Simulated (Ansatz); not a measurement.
Relaxation of GeH5O2P (9 atoms, charge 0, multiplicity 1), to a largest force component of 0.015 eV/Å in at most 40 steps.

These are results of RKS BHLYP-D4/def2-SVP in Ansatz, not measurements.

```xyz
9
Properties=species:S:1:pos:R:3
O 0.215 1.602 -0.814
P 0.854 0.057 -0.985
O 1.948 0.255 0.320
Ge -0.682 -0.944 0.281
H -0.461 1.714 -1.605
H 1.508 0.781 1.038
H -2.049 -1.026 -0.523
H -0.256 -2.369 0.651
H -0.990 -0.116 1.619
```

Question: Where does it end, and by what steps?

Answer: The forces met the threshold. After 13 steps the energy has fallen by 0.672 eV; H5 moved furthest, 0.72 Å.

| step | energy less start (eV) | largest force component (eV/Å) | accepted |
| --- | --- | --- | --- |
| 0 | 0.0000 | 3.347 | yes |
| 1 | -0.3491 | 1.802 | yes |
| 2 | -0.3429 | 1.970 | no |
| 3 | -0.5207 | 0.743 | yes |
| 4 | -0.5724 | 0.575 | yes |
| 5 | -0.6271 | 0.250 | yes |
| 6 | -0.6546 | 0.469 | yes |
| 7 | -0.6645 | 0.491 | yes |
| 8 | -0.6624 | 0.223 | no |
| 9 | -0.6661 | 0.499 | yes |
| 10 | -0.6720 | 0.044 | yes |
| 11 | -0.6723 | 0.016 | yes |
| 12 | -0.6724 | 0.019 | yes |
| 13 | -0.6725 | 0.007 | yes |

```xyz
9
Properties=species:S:1:pos:R:3
O -0.122 1.502 -0.971
P 0.777 0.103 -0.951
O 1.900 0.416 0.214
Ge -0.790 -1.046 0.355
H 0.149 2.085 -1.679
H 1.544 0.765 1.033
H -2.129 -1.171 -0.374
H -0.260 -2.443 0.695
H -0.980 -0.256 1.659
```

Time of the run: 33 s on 2 threads of Arm Neoverse V2, with other jobs on the host, peak memory 0.24 GiB.
